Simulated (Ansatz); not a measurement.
C5H8O2 (`CC(=O)/C=C(/C)O`) at its PBE0-D4/def2-TZVP geometry, where that method's forces vanish. Charge 0, multiplicity 1.

```xyz
15

C     1.3563    0.3785    1.8034
C     1.6259    0.5585    0.3341
O     2.7052    0.9645   -0.0521
C     0.5897    0.2467   -0.6563
C    -0.6597   -0.2072   -0.4702
C    -1.6000   -0.4776   -1.5936
O    -1.1543   -0.4523    0.7634
H     2.2487    0.6630    2.3578
H     0.5067    0.9888    2.1177
H     1.0899   -0.6576    2.0233
H     0.9025    0.4157   -1.6790
H    -2.5018    0.1363   -1.4935
H    -1.1410   -0.2596   -2.5555
H    -1.9096   -1.5284   -1.5883
H    -2.0585   -0.7693    0.6888
```

Q: What forces (eV/Å) does PBE-D4/def2-TZVPP give on these atoms in Ansatz 0.2.0? (An estimate is asked.)

A: Ansatz gave: 
```
C1  -0.021 -0.011  0.069
C2  -0.787 -0.288  0.150
O3   1.138  0.426 -0.387
C4   0.398  0.137  0.074
C5  -0.313 -0.093 -0.321
C6  -0.007 -0.003 -0.003
O7   0.226  0.045  0.623
H8   0.175  0.055  0.122
H9  -0.177  0.113  0.093
H10 -0.064 -0.208  0.074
H11  0.073  0.039 -0.221
H12 -0.194  0.114  0.000
H13  0.079  0.040 -0.209
H14 -0.079 -0.210 -0.019
H15 -0.447 -0.156 -0.046
```
